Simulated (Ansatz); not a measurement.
`C[Si](C)(C)[O][Ti]([F])([F])[F]`, 18 atoms. The species carries charge 0 and has multiplicity 1. Correlated methods include outer-core shells of Ti, which these sets cover unevenly. Scalar relativity is left out up to krypton. Hardware: A = 4 threads of an AMD EPYC 7R13 on a shared host and a share of an NVIDIA H100 80 GB; B = 4 threads of an AMD EPYC 7R13 on a shared host. Correlated methods freeze the cores.

How many basis functions does each run have, and how long does it take in Ansatz? RKS ωB97M-V/def2-QZVPP energy [A]; RHF-CCSD(T)/def2-SVP energy [A]; RHF-CCSD(T)/def2-TZVPP energy [A]; RKS r2SCANh-D4/def2-TZVPP energy [A]; RKS PBE0-D4/def2-SVP energy [B]; RKS PBE0-D4/def2-QZVPP energy [A]; RKS PBE0-D4/def2-TZVP relaxation (22 steps) [A]; RKS ωB97M-V/def2-SVP energy [B]; RKS HSE06 (plane-wave form)-D4/def2-TZVPP energy [A]; RKS ωB97X-V/def2-TZVPP energy [A]; direct RPA on PBE orbitals/def2-TZVPP energy [A]; RHF-MP2/def2-QZVPP energy [A]. (An estimate is asked.)

Ansatz gave: Other jobs shared the machine, so times are rough.

```tsv
level	job	functions	wall time	peak host memory (GiB)
RKS HSE06 (plane-wave form)-D4/def2-TZVPP	energy [A]	449	4.4 s	1
RKS r2SCANh-D4/def2-TZVPP	energy [A]	449	4.5 s	1
RKS PBE0-D4/def2-SVP	energy [B]	192	4.6 s	0.97
RKS ωB97X-V/def2-TZVPP	energy [A]	449	4.7 s	1.1
RHF-CCSD(T)/def2-SVP	energy [A]	192	6 s	0.84
RKS PBE0-D4/def2-QZVPP	energy [A]	832	6.5 s	1.4
direct RPA on PBE orbitals/def2-TZVPP	energy [A]	449	6.5 s	2.2
RKS ωB97M-V/def2-QZVPP	energy [A]	832	8.5 s	1.6
RHF-MP2/def2-QZVPP	energy [A]	832	11 s	1.5
RKS ωB97M-V/def2-SVP	energy [B]	192	13 s	1.2
RHF-CCSD(T)/def2-TZVPP	energy [A]	449	50 s	0.95
RKS PBE0-D4/def2-TZVP	relaxation (22 steps) [A]	353	54 s	1.1
```
